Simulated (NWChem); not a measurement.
The numbers come from NWChem runs, not from measurements. System: C$_{2}$HF$_{4}$, charge 0, spin multiplicity 2, at a geometry optimised with UPBE/def2-SVP. The structure started from a generated list of species. Its SCF solution wasn't tested for a lower state. Level: UCAM-B3LYP/def2-TZVP.

Part of the output:

```
             Northwest Computational Chemistry Package (NWChem) 7.3.0
             --------------------------------------------------------

                                NWChem Input Module
                                -------------------

 Scaling coordinates for geometry "geometry" by  1.889725989
 (inverse scale =  0.529177249)

                             Geometry "geometry" -> ""
                             -------------------------

 Output coordinates in angstroms (scale by  1.889725989 to convert to a.u.)

  No.       Tag          Charge          X              Y              Z
 ---- ---------------- ---------- -------------- -------------- --------------
    1 F                    9.0000     1.79368600    -0.89747000    -0.14379100
    2 C                    6.0000     1.10433700     0.22822800    -0.30886700
    3 C                    6.0000    -0.35154200     0.17415900     0.01569400
    4 F                    9.0000    -0.58734800     0.03055700     1.34958200
    5 F                    9.0000    -0.96211900    -0.85995600    -0.60186300
    6 F                    9.0000    -0.93220300     1.32865500    -0.37851000
    7 H                    1.0000     1.67509900     1.16961000    -0.26972700

 Effective nuclear repulsion energy (a.u.)     258.0524811804

            Nuclear Dipole moment (a.u.)
            ----------------------------
        X                 Y               Z
 ---------------- ---------------- ----------------
     0.0000245664     0.0000113384    -0.0000056692


 Summary of "ao basis" -> "" (spherical)
 ------------------------------------------------------------------------------
       Tag                 Description            Shells   Functions and Types
 ---------------- ------------------------------  ------  ---------------------
 *                         def2-tzvp                  on all atoms

                                 NWChem DFT Module
                                 -----------------

 Summary of "ao basis" -> "ao basis" (spherical)
 ------------------------------------------------------------------------------
       Tag                 Description            Shells   Functions and Types
 ---------------- ------------------------------  ------  ---------------------
 F                         def2-tzvp                11       31   5s3p2d1f
 C                         def2-tzvp                11       31   5s3p2d1f
 H                         def2-tzvp                 4        6   3s1p

 Summary of "ao basis" -> "ao basis" (spherical)
 ------------------------------------------------------------------------------
       Tag                 Description            Shells   Functions and Types
 ---------------- ------------------------------  ------  ---------------------
 F                         def2-tzvp                11       31   5s3p2d1f
 C                         def2-tzvp                11       31   5s3p2d1f
 H                         def2-tzvp                 4        6   3s1p

  int_init: cando_txs set to always be  F

            General Information
            -------------------
          SCF calculation type: DFT
          Wavefunction type:  spin polarized.
          No. of atoms     :     7
          No. of electrons :    49
           Alpha electrons :    25
            Beta electrons :    24
          Charge           :     0
          Spin multiplicity:     2
          Use of symmetry is: off; symmetry adaption is: off
          Maximum number of iterations: 100
          This is a Direct SCF calculation.
          AO basis - number of functions:   192
                     number of shells:    70
          Convergence on energy requested:  1.00D-06
          Convergence on density requested:  1.00D-05
          Convergence on gradient requested:  5.00D-04

              XC Information
              --------------
                     Hartree-Fock (Exact) Exchange  1.000
                   CAM-Becke88 Exchange Functional  1.000
                      VWN V Correlation Functional  0.190 local
              Lee-Yang-Parr Correlation Functional  0.810

           Range-Separation Parameters
           ---------------------------
           Alpha           :  0.19
[...]
    45      0.426800  2 C  pz                39      0.365182  2 C  pz
    42      0.327979  2 C  pz                14     -0.210797  1 F  pz
     8     -0.197354  1 F  pz                36     -0.178309  2 C  s
    11     -0.147681  1 F  pz               189      0.131700  7 H  s
    73      0.106332  3 C  pz                98     -0.099846  4 F  s

 Vector   26  Occ=0.000000D+00  E= 8.962915D-02
              MO Center=  1.5D+00,  5.6D-01, -2.3D-01, r^2= 4.2D+00
   Bfn.  Coefficient  Atom+Function         Bfn.  Coefficient  Atom+Function
  ----- ------------  ---------------      ----- ------------  ---------------
   189      2.034164  7 H  s                 36     -1.552923  2 C  s
    67      1.221681  3 C  s                 44     -1.160351  2 C  py
     5     -0.674092  1 F  s                 43      0.422288  2 C  px
   129     -0.341125  5 F  s                 66      0.273746  3 C  s
    74      0.255820  3 C  px                98     -0.240922  4 F  s

 Vector   27  Occ=0.000000D+00  E= 1.076710D-01
              MO Center=  1.3D+00,  1.1D+00, -1.9D-01, r^2= 4.0D+00
   Bfn.  Coefficient  Atom+Function         Bfn.  Coefficient  Atom+Function
  ----- ------------  ---------------      ----- ------------  ---------------
   189      2.408690  7 H  s                 36     -1.981388  2 C  s
    43     -0.953741  2 C  px                 5      0.695521  1 F  s
    75      0.660719  3 C  py               160     -0.587019  6 F  s
    44     -0.498449  2 C  py                13      0.345638  1 F  py
    35     -0.336789  2 C  s                188     -0.254126  7 H  s

   alpha - beta orbital overlaps
   -----------------------------

   alpha      1      2      3      4      5      6      7      8      9     10
    beta      1      2      3      4      5      6      7      8      9     10
 overlap   1.000  1.000  1.000  1.000  1.000  1.000  1.000  0.999  0.999  1.000

   alpha     11     12     13     14     15     16     17     18     19     20
    beta     11     12     13     14     15     16     17     18     19     20
 overlap   0.992  0.991  0.997  0.977  0.978  0.994  0.867  0.962  0.850  0.986

   alpha     21     22     23     24     25     26     27     28     29     30
    beta     21     22     23     24     25     26     27     28     29     30
 overlap   0.996  0.990  1.000  0.999  0.978  0.999  0.995  0.997  0.912  0.912

   alpha     31     32     33     34     35     36     37     38     39     40
    beta     31     32     33     34     35     36     37     38     39     40
 overlap   0.856  0.848  0.984  0.988  0.950  0.952  0.997  0.989  0.997  0.997

   alpha     41     42     43     44     45     46     47     48     49     50
    beta     41     42     43     44     45     46     47     48     49     50
 overlap   0.997  0.998  0.998  1.000  0.998  0.998  0.999  0.992  0.989  0.936

   alpha     51     52     53     54     55     56     57     58     59     60
    beta     51     52     53     54     55     56     57     58     59     60
 overlap   0.944  0.886  0.893  0.947  0.952  0.999  0.998  0.998  0.996  0.997

   alpha     61     62     63     64     65     66     67     68     69     70
    beta     61     62     63     64     65     66     67     68     69     70
 overlap   0.998  0.973  0.972  0.996  0.994  0.995  0.986  0.980  0.995  0.999

   alpha     71     72     73     74     75     76     77     78     79     80
    beta     71     72     73     74     75     76     77     78     79     80
 overlap   0.999  0.999  0.997  0.999  0.996  0.988  0.992  0.997  0.990  0.990

   alpha     81     82     83     84     85     86     87     88     89     90
    beta     81     82     83     84     85     86     87     88     89     90
 overlap   0.997  0.993  0.995  0.997  0.995  0.998  0.997  1.000  1.000  0.998

   alpha     91     92     93     94     95     96     97     98     99    100
    beta     91     92     93     94     95     96     97     98     99    100
 overlap   0.949  0.951  0.999  0.996  0.997  0.960  0.962  0.998  0.994  0.960

   alpha    101    102    103    104    105    106    107    108    109    110
    beta    101    102    103    104    105    106    107    108    109    110
 overlap   0.975  0.963  0.950  0.941  0.949  0.957  0.824  0.839  0.885  0.904

   alpha    111    112    113    114    115    116    117    118    119    120
    beta    111    112    113    114    115    116    117    118    119    120
 overlap   0.991  0.987  0.991  0.994  0.996  0.992  0.994  0.996  0.994  0.997

   alpha    121    122    123    124    125    126    127    128    129    130
    beta    121    122    123    124    125    126    127    128    129    130
 overlap   0.999  0.999  0.992  0.984  0.978  0.979  0.978  0.996  0.999  0.949

   alpha    131    132    133    134    135    136    137    138    139    140
    beta    131    132    133    134    135    136    137    138    139    142
 overlap   0.950  1.000  1.000  1.000  1.000  1.000  1.000  1.000  1.000  0.810

   alpha    141    142    143    144    145    146    147    148    149    150
    beta    140    143    141    144    145    146    147    148    149    150
 overlap   0.917  0.868  0.997  0.980  0.928  0.860  0.800  0.909  0.997  0.996

   alpha    151    152    153    154    155    156    157    158    159    160
    beta    151    152    153    154    155    156    157    158    159    160
 overlap   0.994  0.987  0.980  0.987  0.995  0.995  1.000  1.000  1.000  0.999

   alpha    161    162    163    164    165    166    167    168    169    170
    beta    161    162    163    164    165    166    167    168    169    170
 overlap   1.000  1.000  1.000  1.000  0.947  0.947  0.961  0.957  0.933  0.929

   alpha    171    172    173    174    175    176    177    178    179    180
    beta    171    172    173    174    175    176    177    178    179    180
 overlap   0.999  1.000  1.000  1.000  0.998  0.992  0.999  0.993  1.000  1.000

   alpha    181    182    183    184    185    186    187    188    189    190
    beta    181    182    183    184    185    186    187    188    189    190
 overlap   0.999  0.999  0.998  0.998  1.000  1.000  1.000  1.000  1.000  1.000

   alpha    191    192
    beta    191    192
 overlap   1.000  1.000

     --------------------------
     Expectation value of S2:
     --------------------------
      <S2> =      0.7537 (Exact =     0.7500)

 center of mass
 --------------
 x =  -0.04394671 y =  -0.02915044 z =   0.00921776

 moments of inertia (a.u.)
 ------------------
         396.639269637576         123.230893086894          24.490066063075
         123.230893086894         594.522159254523          -8.536184689234
          24.490066063075          -8.536184689234         663.919992543930

     Multipole analysis of the density
     ---------------------------------

     L   x y z        total         alpha         beta         nuclear
     -   - - -        -----         -----         ----         -------
     0   0 0 0     -0.000000    -25.000000    -24.000000     49.000000

     1   1 0 0      0.559040     -0.703421      1.262436      0.000025
     1   0 1 0      0.451386      0.095485      0.355890      0.000011
     1   0 0 1     -0.111547      0.318082     -0.429624     -0.000006

     2   2 0 0    -23.320601   -119.699613   -114.590438    210.969450
     2   1 1 0      1.911971     28.058106     28.299016    -54.445151
     2   1 0 1     -0.116628      7.183353      5.554370    -12.854351
     2   0 2 0    -23.749445    -68.966797    -67.855453    113.072805
     2   0 1 1     -0.169374     -1.655554     -1.879746      3.365926
     2   0 0 2    -24.339772    -52.376733    -49.721644     77.758605

 Task  times  cpu:      586.0s     wall:      586.0s

 Total times  cpu:      586.0s     wall:      586.0s
```

Write an NWChem input that would produce this output.

One answer among several that fit: 
```
start mol
memory heap 200 mb stack 900 mb global 1100 mb
geometry units angstroms nocenter noautoz noautosym
  F      1.793686    -0.897470    -0.143791
  C      1.104337     0.228228    -0.308867
  C     -0.351542     0.174159     0.015694
  F     -0.587348     0.030557     1.349582
  F     -0.962119    -0.859956    -0.601863
  F     -0.932203     1.328655    -0.378510
  H      1.675099     1.169610    -0.269727
end
basis spherical
  * library def2-tzvp
end
dft
  xc xcamb88 1.00 lyp 0.81 vwn_5 0.19 hfexch 1.00
  cam 0.33 cam_alpha 0.19 cam_beta 0.46
  odft
  mult 2
  direct
  iterations 100
end
task dft energy
```
